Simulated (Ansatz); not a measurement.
F2H4O2Si2 can be A, `O[SiH](F)O[SiH2]F`, or B, `O[Si@H](F)[Si@@H](O)F`.

Calculated with Ansatz (gas phase, PBE0-D4/def2-TZVP geometries, no zero-point term in ΔE). CBS: MP2 limit from def2 TZ/QZ plus the TZ coupled-cluster correction, frozen cores. DFT in def2-TZVPP. B3LYP here is the variant with VWN-RPA as its local correlation; programs differ in this. One conformer a species, not always the lowest.

A:

Z-matrix (Å, degrees):
```
Si
F 1 1.591
O 1 1.622 2 106.8
O 1 1.618 2 110.6 3 -120.9
H 1 1.465 2 109.0 3 121.1
Si 3 1.622 1 150.9 2 39.1
H 4 0.958 1 120.2 2 65.0
F 6 1.592 3 109.2 1 54.8
H 6 1.478 3 110.4 1 -63.2
H 6 1.476 3 108.4 1 172.2
```

B:

Z-matrix (Å, degrees):
```
Si
F 1 1.601
Si 1 2.359 2 108.0
O 1 1.638 2 110.9 3 119.4
H 1 1.480 2 107.4 3 -125.8
O 3 1.635 1 112.3 2 -158.7
F 3 1.609 1 103.6 2 82.3
H 3 1.479 1 117.5 2 -36.3
H 4 0.960 1 117.8 2 -72.6
H 6 0.958 3 119.4 1 -44.5
```

Task: Which is lower in electronic energy at CCSD(T)/CBS, and by how much? (Best estimate.)

Result: Computed: A, by 166.9 kJ/mol.

Task: Give E(B) − E(A) in kJ/mol with MP2/def2-TZVPP, PBE0-D4, B3LYP-D4, B3LYP, B2PLYP, ωB97M-V, CCSD/def2-TZVPP. (Estimate.)

Result: The calculation gave: MP2/def2-TZVPP 174.8, PBE0-D4 146.6, B3LYP-D4 160.0, B3LYP 160.9, B2PLYP 167.8, ωB97M-V 165.8, CCSD/def2-TZVPP 173.0. None reverses the order clearly.

Largest T1 diagnostic: 0.013.

In def2-TZVPP, CCSD(T) changes the Hartree–Fock value by −27.5 kJ/mol (the triples alone add −4.4 kJ/mol) and MP2 by −21.4 kJ/mol. From PBE to PBE0 (25 % exact exchange), in def2-TZVPP and without D4, E(B) − E(A) moves by +14.7 kJ/mol.
